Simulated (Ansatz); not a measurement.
C10H22S (`CCCCCCCCCCS`). Charge 0, multiplicity 1. The structure was optimised at the PBE0-D4/def2-TZVP level. It is one conformer, not always the lowest.

```xyz
33

C    -2.548   -1.719    3.120
C    -1.737   -0.558    3.673
C    -0.780    0.064    2.664
C    -1.472    0.732    1.484
C    -0.529    1.486    0.557
C     0.478    0.605   -0.167
C     1.328    1.380   -1.161
C     2.422    0.556   -1.830
C     1.934   -0.666   -2.602
C     0.983   -0.320   -3.733
S     0.379   -1.756   -4.656
H    -3.171   -2.171    3.896
H    -1.893   -2.501    2.724
H    -3.211   -1.404    2.311
H    -2.416    0.217    4.050
H    -1.162   -0.903    4.539
H    -0.092   -0.709    2.305
H    -0.159    0.811    3.174
H    -2.226    1.428    1.868
H    -2.019   -0.017    0.900
H     0.009    2.252    1.130
H    -1.121    2.028   -0.190
H     1.137    0.113    0.558
H    -0.062   -0.200   -0.680
H     0.676    1.829   -1.920
H     1.798    2.224   -0.643
H     3.131    0.219   -1.066
H     2.991    1.203   -2.507
H     2.800   -1.192   -3.017
H     1.444   -1.377   -1.931
H     0.073    0.147   -3.350
H     1.438    0.393   -4.426
H     1.577   -2.193   -5.074
```

Problem. What is the dipole moment at PBE/def2-TZVPP? (An estimate is asked.)

Solution. Ansatz gave: 1.81 D, with components (1.17, 1.02, 0.92) D in this frame, pointing from negative to positive charge.

Problem. And with r2SCAN, B3LYP, ωB97M-V? (Best estimate.)

Solution. The calculation gave: r2SCAN 1.88 D, B3LYP 1.80 D, ωB97M-V 1.77 D.

Problem. Give the Mulliken charges with PBE, ωB97M-V, B3LYP in def2-TZVPP. (An estimate is asked.)

Solution. Ansatz gave: 
```csv
atom,PBE,ωB97M-V,B3LYP
C1,-0.26,-0.32,-0.25
C2,-0.10,-0.17,-0.10
C3,-0.07,-0.17,-0.08
C4,-0.10,-0.19,-0.10
C5,-0.10,-0.20,-0.11
C6,-0.10,-0.15,-0.10
C7,-0.09,-0.23,-0.10
C8,-0.12,-0.21,-0.13
C9,-0.09,-0.21,-0.09
C10,-0.11,-0.19,-0.12
S11,-0.21,-0.16,-0.19
H12,0.08,0.11,0.08
H13,0.07,0.10,0.07
H14,0.08,0.10,0.08
H15,0.05,0.08,0.05
H16,0.06,0.09,0.06
H17,0.05,0.09,0.05
H18,0.05,0.10,0.05
H19,0.05,0.10,0.06
H20,0.05,0.09,0.05
H21,0.04,0.09,0.05
H22,0.05,0.10,0.06
H23,0.05,0.10,0.05
H24,0.05,0.09,0.05
H25,0.05,0.10,0.05
H26,0.05,0.10,0.06
H27,0.06,0.10,0.06
H28,0.06,0.10,0.06
H29,0.06,0.10,0.06
H30,0.07,0.11,0.07
H31,0.09,0.12,0.09
H32,0.10,0.13,0.10
H33,0.09,0.10,0.09
```

B3LYP here is the variant with VWN-RPA as its local correlation; programs differ in this.
